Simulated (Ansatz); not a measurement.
Ideal-gas functions of `[NH2][W](=[S])(=[S])[Cl]` at 400 K and 1 bar, from an Ansatz frequency run at PBE0-D4/def2-TZVP.

Molar mass 299.45 g/mol, point group Cs (symmetry number 1), electronic degeneracy 1, moments of inertia 302.905, 332.462, 424.224 u Å². Harmonic wavenumbers (cm⁻¹, unscaled): 142, 142, 174, 185, 210, 387, 405, 540, 558, 564, 682, 731, 1539, 3570, 3673.

Use S(trans) = R[1.5 ln M + 2.5 ln T − 1.1517]; rotational temperatures θ = 24.2544 K / I; S(rot) = R[ln(√π/σ · √(T³/θAθBθC)) + 1.5]; for each mode x = 1.438777 ν̃/T, S = R[x/(eˣ − 1) − ln(1 − e⁻ˣ)] and H = RT x/(eˣ − 1); 1 cm⁻¹ = 0.0119627 kJ/mol; R = 8.31446 J/(mol·K).

Question: By hand: the entropy, in J/(mol·K).

Answer: Translation 186.1. Rotation: θ = 0.0801, 0.073, 0.0572 K, giving 125.2. Vibration, mode by mode: 13.99, 13.99, 12.35, 11.85, 10.84, 6.20, 5.88, 3.99, 3.79, 3.73, 2.67, 2.32, 0.22, 0.00, 0.00, in all 91.8. Electronic 0.0. Sum 403.1 J/(mol·K).

Question: By hand: H − E and G − E in kJ/mol, counted from the electronic energy.

Answer: Zero-point energy ½ × 13502 × 0.0119627 = 80.8; thermal vibration 19.7; translation, rotation and pV give 4 RT = 13.3. H − E = 113.8 kJ/mol, and G − E = 113.8 − 400 × 403.1/1000 = -47.4 kJ/mol.

Vibration gives 23 % of the entropy, 28.0 J/(mol·K) of it from the modes under 150 cm⁻¹: soft modes count most, and the harmonic formula is weakest for them. The sum counts one conformer and one mirror image; others add a mixing term.
